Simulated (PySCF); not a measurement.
Isomers of C6H13NOSi, one GFN2-xTB conformer each. Single-point energies are computed at PBE0/pcSseg-1 (PySCF, gas phase, no added dispersion term), electronic only.

```json
{"SMILES": "C=CC/C(=N\\[SiH3])[C@@H](C)O", "GFN2-xTB relative energy (kJ/mol)": "81.1"}
{"SMILES": "COC1=C[C@@H](CN)[SiH2]C1", "GFN2-xTB relative energy (kJ/mol)": "134.6"}
{"SMILES": "C=CC[SiH2]N(C)C(C)=O", "GFN2-xTB relative energy (kJ/mol)": "0.0"}
{"SMILES": "C=CCN(C)[Si@H](O)C=C", "GFN2-xTB relative energy (kJ/mol)": "44.0"}
{"SMILES": "C=C([SiH2]N)C(=O)CCC", "GFN2-xTB relative energy (kJ/mol)": "86.8"}
```

Conformers: `[CH2:1]=[CH:2][CH2:3]/[C:4](=[N:5]\[SiH3:6])[C@@H:7]([CH3:8])[OH:9]` with C1–C2–C3–C4 -112°, C2–C3–C4–N5 72°, C3–C4–C7–C8 70°, C4–C7–O9–H -19°; `[CH3:1][O:2][C:3]1=[CH:4][C@@H:5]([CH2:6][NH2:7])[SiH2:8][CH2:9]1` with C1–O2–C3–C4 -1°, C4–C5–C6–N7 -171°, C5–C6–N7–H -59° and -178°; `[CH2:1]=[CH:2][CH2:3][SiH2:4][N:5]([CH3:6])[C:7]([CH3:8])=[O:9]` with C1–C2–C3–Si4 102°, C2–C3–Si4–N5 47°, C3–Si4–N5–C6 -109°, Si4–N5–C7–C8 179°; `[CH2:1]=[CH:2][CH2:3][N:4]([CH3:5])[Si@H:6]([OH:7])[CH:8]=[CH2:9]` with C1–C2–C3–N4 130°, C2–C3–N4–C5 -70°, C3–N4–Si6–O7 -37°, N4–Si6–O7–H -59°, N4–Si6–C8–C9 -100°; `[CH2:1]=[C:2]([SiH2:3][NH2:4])[C:5](=[O:6])[CH2:7][CH2:8][CH3:9]` with C1–C2–Si3–N4 -112°, C2–Si3–N4–H 172° and -55°, C1–C2–C5–O6 175°, C2–C5–C7–C8 -179°, C5–C7–C8–C9 180°.

Task: What does PBE0/pcSseg-1 give for the same structures?

Result: 
| SMILES | PBE0/pcSseg-1 E (Eh) | PBE0/pcSseg-1 (kJ/mol) | GFN2-xTB (kJ/mol) | point group |
| --- | --- | --- | --- | --- |
| C=CC[SiH2]N(C)C(C)=O | -655.34237 | 0.0 | 0.0 | C1 |
| C=C([SiH2]N)C(=O)CCC | -655.33336 | 23.7 | 86.8 | C1 |
| C=CCN(C)[Si@H](O)C=C | -655.33022 | 31.9 | 44.0 | C1 |
| COC1=C[C@@H](CN)[SiH2]C1 | -655.29551 | 123.0 | 134.6 | C1 |
| C=CC/C(=N\[SiH3])[C@@H](C)O | -655.29030 | 136.7 | 81.1 | C1 |

Both levels put the same isomer lowest; measured from each level's own lowest isomer, the values differ by up to 63.1 kJ/mol (C=C([SiH2]N)C(=O)CCC: 86.8 against 23.7). As drawn, the lowest has a C=O bond, a C(=O)–N unit and an Si–C bond, which the highest lacks; the highest has a C=N bond and an O–H bond, which the lowest lacks. Neighbours under 10 kJ/mol apart (C=C([SiH2]N)C(=O)CCC and C=CCN(C)[Si@H](O)C=C) can change places with a better method, another conformer or zero-point energy.

Task: Which frontier levels, dipoles and rotational constants go with these structures?

Result: 
```tsv
SMILES	HOMO (eV, PBE0/pcSseg-1)	LUMO (eV)	dipole (D)	A, B, C (MHz)
C=CC[SiH2]N(C)C(C)=O	-6.98	0.27	3.25	2068, 874.8, 822.4
C=C([SiH2]N)C(=O)CCC	-7.15	-1.77	1.88	2939, 650.2, 567.5
C=CCN(C)[Si@H](O)C=C	-6.44	-0.31	1.66	2463, 755.7, 634.4
COC1=C[C@@H](CN)[SiH2]C1	-6.34	0.69	1.31	2399, 837.0, 652.5
C=CC/C(=N\[SiH3])[C@@H](C)O	-7.12	-0.95	2.96	1582, 1073, 711.4
```

Task: As an exercise, what shares would exp(−E/RT) give at 2000 K from these electronic energies alone (no entropy, no degeneracies)?

Result: RT = 16.629 kJ/mol: C=CC[SiH2]N(C)C(C)=O 72.0 %, C=C([SiH2]N)C(=O)CCC 17.4 %, C=CCN(C)[Si@H](O)C=C 10.6 %, COC1=C[C@@H](CN)[SiH2]C1 under 0.1 %, C=CC/C(=N\[SiH3])[C@@H](C)O under 0.1 %.
